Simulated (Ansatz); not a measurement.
ZrGe12⁺, relaxed as a doublet with UKS PBE-D4/def2-SVP in Ansatz, starting from the GFN2-xTB geometry. Force threshold 0.03 eV/Å.

In the def2 sets Zr takes a core potential; there is no spin–orbit coupling. Single mean-field runs in def2-SVP are fitted with def2-universal-jkfit. Another isomer (doublet) lies 0.11 eV lower at PBE0-D4/def2-TZVP; other spin states weren't run for this one.

Start:

```csv
atom,x (Å),y (Å),z (Å)
Zr1,-0.193,-0.060,0.066
Ge2,0.139,-0.627,-2.544
Ge3,0.900,-2.396,-0.696
Ge4,-1.977,-1.560,-1.129
Ge5,1.887,1.488,0.905
Ge6,1.814,-1.165,1.487
Ge7,-2.553,0.144,1.073
Ge8,-0.750,-1.954,1.795
Ge9,0.848,1.830,-1.592
Ge10,2.339,-0.193,-0.998
Ge11,-1.744,1.290,-1.609
Ge12,0.011,0.716,2.599
Ge13,-0.721,2.486,0.643
```

(1) Estimate the energy that the relaxation releases and the steps that it takes.

(2) Does the start keep its bonding?

(3) Predict the relaxed structure.

Results:

(1) 3.05 eV, in 36 steps; 3.7 min on 2 threads of AMD EPYC 7R13 on a shared host and a share (18 GiB) of an NVIDIA H100 80GB HBM3. No frequencies were taken in this run, so the end may be a saddle point.

(2) Bonds lost: Ge2–Ge3, Ge2–Ge10, Ge5–Ge10, Ge12–Ge13 (atoms count from 1).

(3) 
```tsv
atom	x (Å)	y (Å)	z (Å)
Zr1	-0.3531	-0.8134	-0.1547
Ge2	-0.3963	-0.1815	-2.9218
Ge3	1.5318	-2.9835	0.1867
Ge4	-2.9599	-0.4146	-1.7171
Ge5	1.3136	1.3628	1.0211
Ge6	2.8283	-0.6909	1.5674
Ge7	-2.6772	0.5170	0.6588
Ge8	0.6709	-1.8485	2.3022
Ge9	1.1051	1.4114	-1.5415
Ge10	2.3773	-0.8519	-0.9963
Ge11	-1.6405	1.7573	-1.6953
Ge12	-0.7679	0.1907	2.6145
Ge13	-1.0320	2.5451	0.6761
```
Bond lengths: 20 × Ge–Ge 2.52 to 2.87 Å; 11 × Ge–Zr 2.80 to 3.53 Å.
